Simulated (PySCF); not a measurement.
## Correlation energy of Ne⁺ (neon, charge +1)

[He] 2s1 2p6, 2S determinant (an excited configuration). Calculation: PySCF 2.14, in aug-cc-pVTZ-DK (5s4p3d2f, 46 functions); the spin-free X2C one-electron Hamiltonian (Gaussian nucleus). Frozen: 1s2; 7 electrons correlated.

MP2 pair energies summed by pair of shells (mhartree):

```
 pair   energy  share (%)
2p-2p  -244.25       88.1
2s-2p   -33.09       11.9
```

Total MP2 correlation energy: -277.35 mhartree.

Same-spin part -59.73 and opposite-spin part -217.62 mhartree; SCS-MP2 scales them by 1/3 and 6/5 to -281.05 mhartree.
